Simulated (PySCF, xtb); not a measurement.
BiF2, SMILES [F][Bi][F], multiplicity 2.

Harmonic wavenumbers (cm⁻¹) from GFN2-xTB (xtb) at its own minimum, in rising order: 136, 398, 416.

What does B3LYP-D3(BJ)/def2-TZVP run with PySCF give at its own minimum? (Estimate from the structure and the level; the computed values follow.)

166, 547, 566. Paired by order, the mean absolute difference is 110 cm⁻¹ and the zero-point energies are 1.4 and 1.8 kcal/mol.
